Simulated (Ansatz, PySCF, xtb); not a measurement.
Reaction R1 + R2 → P1 + P2, each structure at its B3LYP-D3(BJ)/def2-SVP stationary point, reached from a drawn start (curvature not checked).
R1: SiCl4 (SMILES Cl[Si](Cl)(Cl)Cl), charge 0, multiplicity 1.
R2, H4O4Si (SMILES O[Si](O)(O)O) (charge 0, multiplicity 1):
```json
[
 {"atom": "O", "x (Å)": "-0.6383", "y (Å)": "-1.2142", "z (Å)": "0.9208"},
 {"atom": "Si", "x (Å)": "0.0000", "y (Å)": "0.0000", "z (Å)": "0.0000"},
 {"atom": "O", "x (Å)": "0.5009", "y (Å)": "-0.7020", "z (Å)": "-1.4092"},
 {"atom": "O", "x (Å)": "1.1779", "y (Å)": "0.7069", "z (Å)": "0.9178"},
 {"atom": "O", "x (Å)": "-1.0406", "y (Å)": "1.2093", "z (Å)": "-0.4294"},
 {"atom": "H", "x (Å)": "-1.0848", "y (Å)": "-1.9145", "z (Å)": "0.4306"},
 {"atom": "H", "x (Å)": "0.5840", "y (Å)": "-0.1053", "z (Å)": "-2.1623"},
 {"atom": "H", "x (Å)": "1.6571", "y (Å)": "0.1119", "z (Å)": "1.5064"},
 {"atom": "H", "x (Å)": "-1.1563", "y (Å)": "1.9079", "z (Å)": "0.2254"}
]
```
P1: Cl3H3O4Si2 (SMILES O[Si](O)(O)O[Si](Cl)(Cl)Cl), charge 0, multiplicity 1.
P2, HCl (SMILES Cl) (charge 0, multiplicity 1):
```xyz
2

Cl     0.0000     0.0000     0.6448
H      0.0000     0.0000    -0.6448
```

P less R. No zero-point or thermal terms. One arrangement of each flexible species, with no search for the lowest.

Programs: Ansatz (a first-principles code) with Gaussian orbitals; PySCF for the D3/D4 terms; xtb for the GFN methods. All values are computed, each at the level named.

Problem. One of these levels gives -18.6 kJ/mol for the reaction energy. Which?
A. PBE0/def2-TZVPP
B. GFN1-xTB
C. B3LYP-D4/def2-TZVPP
D. PBE0-D3(BJ)/def2-TZVPP

Solution. A, PBE0/def2-TZVPP. The others give -6.4 (GFN1-xTB), -36.6 (B3LYP-D4/def2-TZVPP), -25.6 (PBE0-D3(BJ)/def2-TZVPP)
